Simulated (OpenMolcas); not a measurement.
**Se V: effect of the basis set**

```json
{
 "Program": "OpenMolcas 26.06",
 "Method": "MS-CASPT2, IPEA 0.25 Eh, imaginary shift 0.1 Eh (closed shells correlated: 3d)",
 "Active space": "2 electrons in 4 orbitals (4s 4p)",
 "State averaging": "2S+1 = 3 even, 3 roots; 2S+1 = 1 even, 7 roots; 2S+1 = 3 odd, 3 roots; 2S+1 = 1 odd, 3 roots",
 "Spin-orbit coupling": "state interaction with AMFI integrals over the reference wave functions, term energies averaged over their components"
}
```

A. ANO-RCC-VDZP [5s4p2d], DKH2, point nucleus; CASPT2 step about 1.1 core-seconds
B. ANO-R1 [5s4p3d1f], X2C, finite nucleus; CASPT2 step about 1.4 core-seconds
C. ANO-RCC-VTZP [6s5p3d1f], DKH2, point nucleus; CASPT2 step of the order of 2.1 core-seconds
D. ANO-RCC-VQZP [7s6p4d2f1g], DKH2, point nucleus; CASPT2 step of the order of 2.4 core-seconds
E. ANO-R2 [6s6p4d3f1g], X2C, finite nucleus; CASPT2 step about 2.6 core-seconds
F. ANO-R3 [7s6p5d4f2g], X2C, finite nucleus; CASPT2 step about 11 core-seconds

Energies in cm⁻¹ above 4s² ¹S₀, the measured ground level; measured values from the list in Rauch et al., Astron. Astrophys. 606, A105 (2017).

```json
{"Level": "4s² ¹S₀", "A": "0.0", "B": "0.0", "C": "0.0", "D": "0.0", "E": "0.0", "F": "0.0", "Measured": "0.0"}
{"Level": "4s 4p ³P°₀", "A": "90015", "B": "84293", "C": "87164", "D": "87582", "E": "88664", "F": "89768", "Measured": "89749"}
{"Level": "4s 4p ³P°₁", "A": "91182", "B": "85733", "C": "88613", "D": "89009", "E": "90063", "F": "91166", "Measured": "91350"}
{"Level": "4s 4p ³P°₂", "A": "93708", "B": "88922", "C": "91784", "D": "92135", "E": "93157", "F": "94258", "Measured": "94960"}
{"Level": "4s 4p ¹P°₁", "A": "136613", "B": "128758", "C": "134263", "D": "133133", "E": "130817", "F": "131780", "Measured": "131733"}
{"Level": "4p² ³P₀", "A": "216317", "B": "200513", "C": "210319", "D": "210416", "E": "209768", "F": "212314", "Measured": "211794"}
{"Level": "4p² ³P₁", "A": "217828", "B": "202478", "C": "212268", "D": "212347", "E": "211697", "F": "214253", "Measured": "214091"}
{"Level": "4p² ³P₂ [64 %]", "A": "219529", "B": "204467", "C": "213914", "D": "213808", "E": "213202", "F": "215623", "Measured": "218615"}
{"Level": "4p² ¹D₂ [64 %]", "A": "224319", "B": "209864", "C": "218540", "D": "218195", "E": "217642", "F": "219933", "Measured": "213203"}
{"Level": "4p² ¹S₀", "A": "254685", "B": "240066", "C": "248996", "D": "247670", "E": "246031", "F": "247828", "Measured": "248787"}
```

Deviations, from unrounded energies. A percentage is the sum of absolute deviations over the sum of measured energies, with the sign that they share, or ± where signs differ.

```json
{"Against measurement": "mean absolute deviation (cm-1)", "Levels": "9", "A": "3600", "B": "7700", "C": "2700", "D": "2500", "E": "2500", "F": "1400"}
{"Against measurement": "other configurations (%)", "Levels": "9", "A": "±2.2", "B": "-4.6", "C": "±1.6", "D": "±1.5", "E": "±1.5", "F": "±0.8"}
```

F lies closest to measurement on these levels and B furthest from it. The largest miss of F in the table is 4p² ¹D₂ [64 %], by +6700 cm-1. The ranking rests on the paired levels alone, and a cruder setting can come out closer through cancelling errors.

Among A to F the level of the table that moves most is 4p² ³P₀, by 16000 cm-1 (lowest in B, highest in A).

Over all roots computed the reference weight is 0.94 to 1.00 in A, 0.92 to 0.98 in B, 0.94 to 0.99 in C, 0.93 to 0.99 in D, 0.92 to 0.97 in E, 0.92 to 0.97 in F; the roots of lowest weight are the least certain, and an intruder state may touch them. Some levels mix across a computed gap that differs much from the measured one, so their mixing is not that of the real levels. The ¹D term of p² mixes with s d, which this space lacks. The basis is small and was not contracted for so high a charge (holds for A; B). Measured partners are found by configuration, term and J. A level has none where our copy of the source lacks it or the pairing is in doubt (some pairs that miss far off the trend of their configuration count as doubtful), and it then counts in no deviation. Levels of configurations outside the active space are missing.

A share in square brackets marks a mixed level and gives the weight of the term that names it, the lowest over the columns. ° marks odd parity.
